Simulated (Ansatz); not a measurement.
Correlation energies of `N=[C](F)[Zn][F]` by basis set

Cartesian coordinates in Å:
```
N -0.1518 -1.6099 0.1837
C -0.5063 -0.4160 0.2339
F -1.7475 -0.1766 0.7109
Zn 0.3822 1.2327 -0.2467
F 1.2349 2.6840 -0.6979
H 0.7886 -1.7142 -0.1838
```

Charge 0, multiplicity 1. For Zn the d shell is correlated and the shells below it are frozen. Scalar relativity is left out up to krypton. All single points use the PBE0-D4/def2-TZVP geometry. It is one conformer, not always the lowest. Frozen core, restricted reference, the Gaussian-basis code of Ansatz.

```json
{"basis": "def2-SVP", "HF (Eh)": "?", "MP2 corr.": "-0.96105", "CCSD corr.": "-0.95276", "(T)": "-0.02552", "CCSD(T) total": "?"}
{"basis": "def2-TZVPP", "HF (Eh)": "?", "MP2 corr.": "-1.35772", "CCSD corr.": "?", "(T)": "?", "CCSD(T) total": "?"}
{"basis": "def2-QZVPP", "HF (Eh)": "-2069.76789", "MP2 corr.": "-1.46683", "CCSD corr.": "–", "(T)": "–", "CCSD(T) total": "–"}
```

Fill in the withheld values. (Estimate.)

The calculation gave: def2-SVP HF (Eh): -2069.09687; def2-SVP CCSD(T) total: -2070.07515; def2-TZVPP HF (Eh): -2069.71143; def2-TZVPP CCSD corr.: -1.31377; def2-TZVPP (T): -0.04704; def2-TZVPP CCSD(T) total: -2071.07224.
